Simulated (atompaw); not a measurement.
# Before and after: PAW (atompaw) potential for Rb (Z = 37)

* Element: rubidium (Rb)
* Generator: atompaw 4.2.0.5
* Type: PAW
* Functional: PBE
* Relativity: scalar-relativistic
* Frozen core: [Ar] 3d10 4s2
* Valence charge: 7
* Reference configuration: 4p6 5s0.75 5p0.25
* Partial waves: 5s (bound): rc 3.00 bohr; 5s channel at 4.35 Ry: rc 3.00 bohr; 4p (bound): rc 2.75 bohr; 5p (bound): rc 3.00 bohr; 4d channel at 0.3 Ry: rc 3.00 bohr; 4d channel at 2.2 Ry: rc 3.00 bohr
* Local potential: bessel scheme, radius 2.65 bohr
* Core correction: smooth core density matched at 3.00 bohr
* Augmentation charge: sinc compensation charge, radius 2.40 bohr; PAW radius 3.00 bohr; waves and projectors: custom polynom2 7 10 vanderbiltortho

All-electron outer shells of the reference configuration (PBE, scalar-relativistic, ld1.x):

```
shell  level (eV)  outermost node (bohr)  outermost maximum (bohr)
   4s      -32.27                   0.62                      1.25
   4p      -16.33                   0.64                      1.42
   5s       -2.42                   1.79                      4.32
   5p       -0.92                   2.20                      6.21
```

Change: wave 5s channel at 4.35 Ry: rc 3.00 bohr becomes 5s channel at 0.73 Ry: rc 3.00 bohr.

Cutoffs: the cutoffs (Ry, on a coarse ladder) from which the occupation-weighted sum of valence levels, in a spherical-Bessel basis at the reference potential, stays within 10 and 1 mRy of its value at 400 Ry; they do not see the model core or the augmentation charge, which bear on the density cutoff.

**Question.** What does the change do?

**Answer.** The potential gets neither clearly harder nor softer (21 Ry and 50 Ry → 21 Ry and 50 Ry); a bound ghost appears in s, which as a rule spoils a file.

```csv
quantity,base,changed
"cutoff, loose",21 Ry,21 Ry
"cutoff, tight",50 Ry,50 Ry
bound ghosts,none,s
s: phases at 3.02 bohr within 0.05 rad from the reference energy up to (Ry; the scan ends near 5),0.3,n/a
p: phases at 3.02 bohr within 0.05 rad from the reference energy up to (Ry; the scan ends near 5),0.6,0.6
d: phases at 3.02 bohr within 0.05 rad from the reference energy up to (Ry; the scan ends near 5),2.8,2.8
lowest overlap eigenvalue by channel,"s 0.57, p 0.77, d 0.88","s 0.44, p 0.77, d 0.88"
```

 A true bound ghost makes a file unfit for plane-wave use even where its test errors are small: the radial tests pick states by their node count and pass the ghost by. The cutoffs see the waves, projectors and local potential, not the compensation charge or the core.
